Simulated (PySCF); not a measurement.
# Electron correlation in In+ (indium, charge +1)

[Kr] 4d10 5s2, closed-shell 1S. Calculation: PySCF 2.14, in x2c-TZVPPall; the spin-free X2C one-electron Hamiltonian (Gaussian nucleus). Frozen: [Ar] 3d10; 20 electrons correlated.

| level | correlation energy (mhartree) |
| --- | --- |
| CCSD | -347.12 |
| (T) | -8.51 |
| CCSD(T) | -355.63 |

Diagnostics: T1 = 0.012, D1 = 0.0348, largest double amplitude 0.073.

Task: Is a single reference adequate?

Result: Mostly. T1 lies below 0.03, but a double amplitude of this size points to a near-degeneracy that CCSD handles and MP2 describes poorly.

This basis was not built for core-valence correlation, so the inner-shell part is incomplete.
